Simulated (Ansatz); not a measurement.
Predict a relaxed structure of 2,4-difluorobenzenesulfonate, `O=S(=O)([O-])c1ccc(F)cc1F`, charge -1, singlet, at r2SCAN-D4/def2-SVP (Ansatz).


```xyz
15

O     0.4194   -0.2198    3.1383
S    -0.7728   -0.5152    2.3096
O    -1.9123    0.4198    2.5006
O    -1.1495   -1.9459    2.2295
C    -0.2066   -0.1338    0.6087
C    -0.8486    0.8510   -0.1452
C    -0.4406    1.1662   -1.4477
C     0.6361    0.4691   -1.9859
F     1.0516    0.7536   -3.2404
C     1.3082   -0.5211   -1.2716
C     0.8695   -0.8060    0.0225
F     1.5207   -1.7559    0.6989
H    -1.6886    1.3618    0.3359
H    -0.9384    1.9356   -2.0440
H     2.1520   -1.0593   -1.7091
```
Point group Cs (tolerance 0.1 Å). This is one stationary point.
